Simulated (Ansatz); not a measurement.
trans-CrF2(H2O)4 (CrO4F2H8): single points at one geometry.

```yaml
crystal:
  periodic: [false, false, false]
  atoms:
    - {symbol: Cr, position_ang: [-0.000726, 0.001781, 0.005224]}
    - {symbol: F, position_ang: [1.428123, -0.730799, 1.010255]}
    - {symbol: F, position_ang: [-1.429180, 0.734509, -1.001683]}
    - {symbol: O, position_ang: [3.273768, 0.972252, 0.634286]}
    - {symbol: H, position_ang: [3.834960, 0.588343, -0.053315]}
    - {symbol: H, position_ang: [2.698413, 0.208996, 0.933776]}
    - {symbol: O, position_ang: [-3.271071, -0.974685, -0.642870]}
    - {symbol: H, position_ang: [-2.695616, -0.208966, -0.936211]}
    - {symbol: H, position_ang: [-3.836983, -0.594409, 0.042859]}
    - {symbol: O, position_ang: [0.961507, 1.805440, -0.053624]}
    - {symbol: H, position_ang: [0.781122, 2.398365, -0.793754]}
    - {symbol: H, position_ang: [1.953382, 1.702120, 0.115581]}
    - {symbol: O, position_ang: [-0.961205, -1.802822, 0.058970]}
    - {symbol: H, position_ang: [-1.952131, -1.701816, -0.117375]}
    - {symbol: H, position_ang: [-0.784352, -2.398310, 0.797862]}
basis:
  gaussian: {orbitals: def2-TZVP, initial_orbitals: start.molden}
magnetization: {spin_polarized: true, initial_magnetization: 4}
hamiltonian: {xc: {name: LC-wPBE}}
scf: {omitted_lower_state_checks: [starts]}
output: {orbitals: {seedname: orbitals}}
```

The file start.molden holds the orbitals of an earlier run on this structure, at another level or in another basis.

```sh
$ ansatz run in.yaml --threads 4 --pin off --events-out ev --progress --plain --max-ram 8704MiB
```

It prints (some lines left out):

```
Functional definition: LC-wPBE
1697 factors; their error is unknown
546 factors; integrals over basis functions are off by at most 3.5e-5 eV
mean field evaluation 1: about -42173.5564 eV, gradient 9.3e0 eV
mean field evaluation 2: about -42173.7269 eV, gradient 2.0e-1 eV
mean field evaluation 4: about -42173.6864 eV, gradient 1.2e-3 eV
mean field -42173.68639123 eV, -1549.8543885264 hartree, gradient 1.7e-5 eV, S^2 6.006817; 0 other end points of the search recorded, 0 dependent functions left out
reference -42173.68639124 eV, -1549.8543885267 hartree; 43, 39 occupied and 236, 240 virtual orbitals, 1697 factors
Total energy: -42173.68639124 eV, -1549.8543885267 hartree
Checks for a lower state left out: starts
```

Run time 4.9 s (4 threads of Intel Xeon 6975P-C on a shared host), peak host memory 0.82 GiB.

As the first input, with `correlation: {method: mp2}` and without the key `hamiltonian` (abridged; 8 s):

```
Functional definition: HF
mean field -42089.10668721 eV, -1546.7461417337 hartree, gradient 2.3e-6 eV, S^2 6.006330
11 core orbitals not correlated: weight in the atoms' cores, before any rotation towards them, 1.000 or more for the frozen orbitals, at most 0.000 for the correlated occupied ones
second order -51.41502758 eV of doubles, -0.00000000 eV of singles
Total energy: -42140.52171479 eV, -1548.6356091469 hartree
Checks for a lower state left out: starts
```

The first input with `gaussian: {orbitals: STO-3G}`, `hamiltonian: {xc: hf}` (abridged; 0.4 s):

```
Functional definition: HF
mean field -41593.76849782 eV, -1528.5427990261 hartree, gradient 2.9e-5 eV, S^2 6.007968
Total energy: -41593.76849782 eV, -1528.5427990261 hartree
Checks for a lower state left out: starts
```

The first input with `hamiltonian: {xc: r2scan, dispersion: d4}` (abridged; 6 s):

```
Functional definition: r2SCAN
mean field -42179.16556114 eV, -1550.0557443067 hartree, gradient 4.4e-6 eV, S^2 6.011273
Total energy: -42179.23548165 eV, -1550.0583138381 hartree
Checks for a lower state left out: starts
```

As the first input, with `hamiltonian: {xc: pbe0, dispersion: d4}` (abridged; 8 s):

```
Functional definition: PBE0
mean field -42166.12190682 eV, -1549.5763988518 hartree, gradient 1.5e-5 eV, S^2 6.008771
Total energy: -42166.34821250 eV, -1549.5847154321 hartree
Checks for a lower state left out: starts
```

As the first input, with `hamiltonian: {xc: {name: B97M-V}}` (abridged; 9 s):

```
Functional definition: B97M-V
mean field -42174.39528697 eV, -1549.8804399644 hartree, gradient 2.6e-5 eV, S^2 6.013048
Total energy: -42174.39537674 eV, -1549.8804432631 hartree
Checks for a lower state left out: starts
```

First input, but with `hamiltonian: {xc: pbe, dispersion: d4}` (abridged; 3.2 s):

```
Functional definition: PBE
mean field -42165.58748263 eV, -1549.5567591251 hartree, gradient 1.7e-5 eV, S^2 6.010599
Total energy: -42165.85394951 eV, -1549.5665516023 hartree
Checks for a lower state left out: starts
```

Geometry: B3LYP-D4/def2-SVP.

LC-ωPBE has ω = 0.4 bohr⁻¹. Correlated methods freeze 11 core orbitals; core or outer-core shells of Cr are correlated, in sets that lack core-valence functions. In the quintet geometry the species has come apart into loosely held pieces. The name describes the triplet; other states may take another shape.
